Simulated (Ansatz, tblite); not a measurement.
Removing and adding an electron: Na3F3. Total charge 0; singlet. Geometry: PBE0-D4/def2-SVP. Ansatz, gas phase; energy differences of separate SCF runs; the oxidised species was run as a doublet alone; the reduced species was run as a doublet alone.

Cartesian coordinates in Å:
```
Na 1.235 -0.333 -1.529
Na -0.967 1.738 0.141
Na -0.267 -1.404 1.389
F -1.267 0.342 1.572
F 0.994 -1.785 -0.145
F 0.272 1.442 -1.428
```

The xTB rows come from tblite. Correlated methods freeze 6 core orbitals; core or outer-core shells of Na are correlated, in sets that lack core-valence functions. The rows differ in basis, and correlated rows in double-zeta sets carry the largest basis error. HOMO above LUMO, or a gap near zero within one spin, warns that the state may not be the lowest or that an electron is smeared out. The structure comes from a short search, and lower isomers may exist.

```tsv
level	−HOMO (eV)	vertical IE (eV)	−LUMO (eV)	vertical EA (eV)	HOMO–LUMO gap (eV)	IE − EA (eV)	remarks
GFN1-xTB	9.87	12.89	5.60	3.21	4.28	9.68	–
GFN2-xTB	10.06	13.37	7.43	3.82	2.63	9.55	–
HF/def2-SVP	–	9.72	–	–	–	–	–
PBE-D4/def2-TZVP	6.19	9.42	1.07	–	5.12	–	gap within one spin near zero (+1 doublet)
PBE-D4/def2-TZVPD	6.26	–	1.07	0.07	5.19	–	HOMO above zero (-1 doublet)
r2SCAN-D4/def2-TZVP	6.54	9.64	0.43	–	6.11	–	gap within one spin near zero (+1 doublet)
PBE0-D4/def2-TZVP	8.09	10.25	0.49	–	7.61	–	–
PBE0-D4/def2-TZVPD	8.15	–	0.50	-0.05	7.65	–	HOMO above zero (-1 doublet)
MP2/def2-SVP	–	11.41	–	–	–	–	–
CCSD/def2-SVP	–	11.13	–	–	–	–	–
CCSD(T)/def2-SVP	–	11.15	–	–	–	–	–
```

Run but left out: r2SCAN-D4/def2-TZVPD (charge -1 doublet: an occupied level 0.20 eV above an empty one).   A HOMO above zero means that the electron is unbound at that level or that self-interaction error raises the level; the energy of removing that electron tells which. Raw xTB energy differences between charge states are shifted by several eV; the methods need an empirical correction for them. A negative affinity means that the extra electron isn't bound; its size then hangs on the basis.
